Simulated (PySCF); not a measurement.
A run for PySCF: D3(BJ) and D4 dispersion corrections on BBr2HO (SMILES OB(Br)Br), a point of a torsion scan.

```python
from pyscf import gto
from pyscf.dispersion import dftd3, dftd4

mol = gto.M(
    atom='''
    O    -0.85680644   -0.57600450    0.30676544
    B     0.24022972    0.14144788    0.14381155
    Br    0.88402925    0.66624413   -1.56977917
    Br    1.31269458    0.45214541    1.66108170
    H    -1.61217833   -0.56640893   -0.28074726
    ''',
    basis='def2-svp',
    charge=0, spin=0, verbose=0, max_memory=1800)
d3, d4 = {}, {}
for xc in ['hf', 'pbe', 'blyp', 'revpbe', 'tpss', 'r2scan', 'b3lyp', 'pbe0', 'bhlyp', 'camb3lyp', 'b2plyp']:
    d3[xc] = float(dftd3.DFTD3Dispersion(mol, xc=xc, version='d3bj', atm=False).get_dispersion()['energy'])
    print(f'D3(BJ) {xc:10s} {d3[xc]:14.8f} Eh')
for xc in ['hf', 'pbe', 'blyp', 'revpbe', 'tpss', 'r2scan', 'b3lyp', 'pbe0', 'bhlyp', 'camb3lyp', 'b2plyp']:
    d4[xc] = float(dftd4.DFTD4Dispersion(mol, xc={'camb3lyp': 'cam-b3lyp'}.get(xc, xc), atm=True).get_dispersion()['energy'])
    print(f'D4     {xc:10s} {d4[xc]:14.8f} Eh')
```

Output:

```
D3(BJ) hf            -0.03526266 Eh
D3(BJ) pbe           -0.00447432 Eh
D3(BJ) blyp          -0.01057133 Eh
D3(BJ) revpbe        -0.01076115 Eh
D3(BJ) tpss          -0.00594821 Eh
D3(BJ) r2scan        -0.00118679 Eh
D3(BJ) b3lyp         -0.00880375 Eh
D3(BJ) pbe0          -0.00413166 Eh
D3(BJ) bhlyp         -0.00759160 Eh
D3(BJ) camb3lyp      -0.00418583 Eh
D3(BJ) b2plyp        -0.00451384 Eh
D4     hf            -0.01720584 Eh
D4     pbe           -0.00505908 Eh
D4     blyp          -0.01117952 Eh
D4     revpbe        -0.01380713 Eh
D4     tpss          -0.00684238 Eh
D4     r2scan        -0.00106812 Eh
D4     b3lyp         -0.00841580 Eh
D4     pbe0          -0.00426892 Eh
D4     bhlyp         -0.00718948 Eh
D4     camb3lyp      -0.00441719 Eh
D4     b2plyp        -0.00349683 Eh
```

The run finished.

Cost: around 0.020 core-seconds (rough).
